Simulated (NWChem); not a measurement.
AlH$_{2}$O$_{2}$Cl; SMILES [Al]([OH])([OH])[Cl]

```xyz
6

Al    -0.0391     0.4280     0.0000
Cl     0.2004    -1.6485     0.0000
O     -1.6142     1.0327     0.0000
H     -1.8398     1.9640     0.0000
O      1.2896     1.4747     0.0000
H      2.2097     1.2071     0.0000
```
Atoms are numbered in this order, from 1.

Computed with NWChem. Pople sets run with spherical d functions. STO-3G and 3-21G are far too small for this property and stand as cheap habits. Geometry: optimised at PBE0/def2-SVP. Field at 589 nm.

### Question
Among these, which level gives the highest value of “anisotropy (bohr³)”?
A) B3LYP/def2-SVPD
B) B3LYP/def2-SVP
C) B3LYP/aug-cc-pVDZ
D) B3LYP/STO-3G

### Answer
D, B3LYP/STO-3G. Values: B3LYP/def2-SVPD 11.5; B3LYP/aug-cc-pVDZ 12.5; B3LYP/def2-SVP 13.7; B3LYP/STO-3G 19.6
